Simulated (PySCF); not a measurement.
Write Cartesian coordinates for `B[C@]1(B(F)F)CC=C1B(F)F` as optimised with PBE0-D3(BJ)/def2-SVP.

```
atom  x, y, z in Å
B1    -0.7075    0.6234    1.6809
C2    -0.6440    0.0292    0.2451
B3    -1.8766    0.6569   -0.4974
F4    -2.9797   -0.0334   -0.7188
F5    -1.8551    1.8963   -0.9437
C6    -0.4393   -1.5026    0.0054
C7     0.7897   -1.1058   -0.7639
C8     0.6453    0.2242   -0.5752
B9     1.4853    1.4488   -0.9867
F10    2.5815    1.3055   -1.7113
F11    1.1530    2.6707   -0.6223
H12   -0.3232    1.7507    1.8790
H13   -1.1856   -0.0171    2.5880
H14   -1.2239   -2.0150   -0.5749
H15   -0.2483   -2.0879    0.9193
H16    1.5502   -1.6914   -1.2886
```

Orientation and origin are arbitrary. Atoms count from 1 in this order. B1 (three-coordinate boron) is planar (angles 120.4°, 119.8° and 119.7°, sum 359.9°, 0.02 Å off the plane of its three neighbours). The B–C distances run from 1.541 Å (C8–B9, drawn single) to 1.570 Å (C2–B3, drawn single), a spread of 0.029 Å. Of the pairs four or more bonds apart, F4···H14 is among the closest relative to their van der Waals radii: 2.65 Å, 99 % of the sum of Bondi's values. B9 (three-coordinate boron) is planar (angles 121.7°, 120.8° and 117.5°, sum 360.0°, 0.01 Å off the plane of its three neighbours).

Bonds between heavy atoms (Å): B1–C2 1.555, C2–B3 1.570, B3–F4 1.320, B3–F5 1.318, C2–C6 1.564, C6–C7 1.503, C7=C8 1.351, C8–B9 1.541, B9–F10 1.322, B9–F11 1.318, C2–C8 1.541.

Computed with PBE0-D3(BJ)/def2-SVP geometry optimisation, gas phase (PySCF).

Point group: C1 (no symmetry element, even within 0.4 Å). No frequency check. The numbers are those of one conformer (H–B1–C2–B3 -78° and 99°, B1–C2–B3–F4 -103°).
